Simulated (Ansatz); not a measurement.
Cost and result for the atomization energy of `NC[SiH2][NH][AlH2]` (14 atoms, 13 bonds).

| atom | x (Å) | y (Å) | z (Å) |
| --- | --- | --- | --- |
| N1 | -1.554 | 0.010 | -2.153 |
| C2 | -1.186 | 0.500 | -0.829 |
| Si3 | 0.615 | 0.071 | -0.489 |
| N4 | 1.109 | 0.449 | 1.126 |
| Al5 | 1.451 | -0.647 | 2.487 |
| H6 | -2.500 | 0.272 | -2.399 |
| H7 | -1.506 | -1.000 | -2.190 |
| H8 | -1.818 | 0.135 | -0.003 |
| H9 | -1.272 | 1.592 | -0.822 |
| H10 | 0.783 | -1.400 | -0.663 |
| H11 | 1.466 | 0.780 | -1.484 |
| H12 | 1.235 | 1.438 | 1.306 |
| H13 | 1.265 | -2.200 | 2.257 |
| H14 | 1.912 | 0.000 | 3.857 |

The species carries charge 0 and has multiplicity 1. The structure was optimised at the PBE0-D4/def2-TZVP level. It is one conformer, not always the lowest. Program: Ansatz. All runs use 4 threads of an Arm Neoverse V1 on a shared host. Times are those of one run each, without the atoms' runs, and a repeat can differ threefold. Electronic energies, without spin–orbit coupling; frozen cores. CCSD(T)/CBS adds CCSD(T) − MP2 in def2-TZVPP to the MP2 limit, and its time is that of the two runs behind it. T1 = 0.011. B3LYP takes the VWN-RPA correlation (the form of Gaussian; ORCA's B3LYP/G).

CCSD(T)/CBS is a level of theory with its own doubt, some kJ/mol a heavy atom from the limit and from the frozen cores, so smaller differences don't rank the functionals.

```tsv
level	functions	wall time
PBE-D4/def2-TZVPP (with forces)	303	3.8 s
PBE0-D4/def2-TZVPP	303	4.5 s
r2SCAN-D4/def2-TZVPP (with forces)	303	7.5 s
B3LYP-D4/def2-TZVPP (with forces)	303	7.5 s
B2PLYP/def2-TZVPP	303	8.5 s
ωB97X-V/def2-TZVPP	303	12 s
ωB97M-V/def2-TZVPP (with forces)	303	17 s
MP2/def2-QZVPP	581	36 s
CCSD(T)/def2-TZVPP	303	16 min
CCSD(T)/CBS(def2)	–	16 min
```

Q: What atomization energy does each give, and how far from CCSD(T)/CBS? (Estimate.)

A: The calculation gave: 
| level | atomization (kcal/mol) | difference from CCSD(T)/CBS | per bond |
| --- | --- | --- | --- |
| PBE-D4/def2-TZVPP (with forces) | 1117.9 | 5.4 | 0.4 |
| PBE0-D4/def2-TZVPP | 1103.2 | -9.3 | -0.7 |
| r2SCAN-D4/def2-TZVPP (with forces) | 1106.1 | -6.4 | -0.5 |
| B3LYP-D4/def2-TZVPP (with forces) | 1114.3 | 1.8 | 0.1 |
| B2PLYP/def2-TZVPP | 1098.4 | -14.1 | -1.1 |
| ωB97X-V/def2-TZVPP | 1118.5 | 6.0 | 0.5 |
| ωB97M-V/def2-TZVPP (with forces) | 1116.0 | 3.5 | 0.3 |
| MP2/def2-QZVPP | 1105.0 | -7.5 | -0.6 |
| CCSD(T)/def2-TZVPP | 1079.6 | -32.9 | -2.5 |
| CCSD(T)/CBS(def2) | 1112.5 | 0.0 | 0.0 |

In def2-TZVPP, CCSD(T) changes the Hartree–Fock value by +284.3 kcal/mol (the triples alone add +13.8 kcal/mol) and MP2 by +289.9 kcal/mol; breaking electron pairs costs correlation energy, which Hartree–Fock lacks. From PBE to PBE0 (25 % exact exchange), in def2-TZVPP and without D4, the atomization energy moves by −13.6 kcal/mol: exact exchange takes away binding that semilocal exchange gives to molecules. The D4 term adds +11.0 kcal/mol with B3LYP and +5.8 kcal/mol with PBE0; it sums over pairs of atoms, weighted by their polarisabilities, and B3LYP, whose exchange is more repulsive, gets the larger term.
